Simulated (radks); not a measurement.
Values are calculated unless marked as measured or tabulated.
Problem. Radial electron density D(r) = 4 pi r^2 rho(r) of an atom or ion with 38 electrons. Code: a radial shooting solver on a logarithmic mesh with Libxc functionals. Model: scalar-relativistic Kohn-Sham, PBE, spin-polarised, spherical densities, finite nucleus; Fermi nuclear charge, rms radius of each element as measured or else 0.836 A^(1/3) + 0.57 fm.

| r (bohr) | D(r) (e/bohr) | spin D(r) |
|---|---|---|
| 0.001845 | 4.819 | 0.0112 |
| 0.002081 | 5.878 | 0.0136 |
| 0.002365 | 7.241 | 0.0167 |
| 0.002688 | 8.884 | 0.0204 |
| 0.003055 | 10.85 | 0.0249 |
| 0.003444 | 13.03 | 0.0297 |
| 0.003914 | 15.75 | 0.0357 |
| 0.004449 | 18.91 | 0.0426 |
| 0.005016 | 22.30 | 0.0498 |
| 0.005701 | 26.37 | 0.0583 |
| 0.006479 | 30.89 | 0.0674 |
| 0.007364 | 35.80 | 0.0767 |
| 0.008303 | 40.67 | 0.0854 |
| 0.009437 | 45.98 | 0.0938 |
| 0.01073 | 51.21 | 0.101 |
| 0.01219 | 56.08 | 0.105 |
| 0.01374 | 60.04 | 0.105 |
| 0.01562 | 63.32 | 0.101 |
| 0.01775 | 65.35 | 0.0912 |
| 0.02018 | 65.96 | 0.0759 |
| 0.02275 | 65.26 | 0.0573 |
| 0.02586 | 63.40 | 0.0355 |
| 0.02939 | 60.92 | 0.0160 |
| 0.03314 | 58.72 | 0.00520 |
| 0.03766 | 57.40 | 0.00909 |
| 0.0428 | 57.98 | 0.0364 |
| 0.04865 | 60.98 | 0.0929 |
| 0.05485 | 65.91 | 0.173 |
| 0.06234 | 72.58 | 0.284 |
| 0.07085 | 79.13 | 0.408 |
| 0.08053 | 83.57 | 0.531 |
| 0.0908 | 84.31 | 0.638 |
| 0.1032 | 80.81 | 0.744 |
| 0.1173 | 73.79 | 0.866 |
| 0.1322 | 66.17 | 1.03 |
| 0.1503 | 59.90 | 1.27 |
| 0.1708 | 57.95 | 1.58 |
| 0.1942 | 60.69 | 1.86 |
| 0.2189 | 65.49 | 1.95 |
| 0.2488 | 69.16 | 1.73 |
| 0.2828 | 67.66 | 1.17 |
| 0.3214 | 59.60 | 0.459 |
| 0.3624 | 47.76 | 0.0142 |
| 0.4118 | 34.49 | 0.200 |
| 0.4681 | 24.51 | 1.29 |
| 0.532 | 19.62 | 3.09 |
| 0.5998 | 18.65 | 4.89 |
| 0.6817 | 18.75 | 6.23 |
| 0.7748 | 17.54 | 6.45 |
| 0.8736 | 14.47 | 5.63 |
| 0.9929 | 9.974 | 4.10 |
| 1.128 | 5.713 | 2.49 |
| 1.283 | 2.691 | 1.26 |
| 1.446 | 1.101 | 0.558 |
| 1.644 | 0.3410 | 0.191 |
| 1.868 | 0.08233 | 0.0512 |
| 2.123 | 0.01506 | 0.0104 |
| 2.394 | 0.002315 | 0.00175 |
| 2.721 | 0.0002251 | 0.000185 |

What is the nuclear charge?

Solution. Z = 51. The innermost maximum, from 1s, lies near gamma/Z bohr with gamma = sqrt(1 - (Z/c)^2) = 0.928, here 0.0182 bohr (found: 0.0200), and its height grows with Z. The density is that of the antimony ion Sb13+ in [Ar] 3d10 4s1 4p6 4d3; the configuration itself is not fixed sharply by these data, and Z only to a few units. D(r) has 4 maxima, at r = 0.0200, 0.0872, 0.257, 0.666 bohr, and minima at 0.0389, 0.168, 0.600 bohr, inside which lie 1.99, 11.11, 29.57 electrons.
